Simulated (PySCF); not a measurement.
**Dipole response of Nb²⁺ (niobium, charge +2)**

[Kr] 4d3, high-spin 4F determinant. Computed with PySCF 2.14 in x2c-TZVPPall with one added diffuse shell each of s, p, d, f type (9s7p7d3f1g, 95 functions), with the spin-free X2C one-electron Hamiltonian (Gaussian nucleus). Coupled (time-dependent) response in atomic units; α is the mean over directions.

```csv
method,mean α (bohr³),C₆ (like pair),S(−4)
UHF,10.24,53.22,46.95
PBE,11.53,59.71,70.76
PBE0,10.95,56.75,59.55
```

S(−4) is the Cauchy moment in α(ω) = α(0) + S(−4) ω² + …

Spin-orbit coupling is absent.

α(iu) at UHF:

| u (hartree) | α(iu) (bohr³) |
| --- | --- |
| 0 | 10.24 |
| 0.0500 | 10.13 |
| 0.100 | 9.809 |
| 0.200 | 8.832 |
| 0.300 | 7.781 |
| 0.500 | 6.082 |
| 0.750 | 4.637 |
| 1.00 | 3.642 |
| 1.50 | 2.384 |
| 2.00 | 1.656 |
| 3.00 | 0.9128 |
| 5.00 | 0.3906 |

A single London oscillator, α(iu) = α/(1 + u²/ω²), gives C₆ = (3/4) ω α². Matching the computed C₆ needs ω = 4 × 53.22 / (3 × 10.24²) = 0.677 hartree.

For an ion, C₆ is the dispersion term alone; charge-induced terms of lower order in 1/R come first.
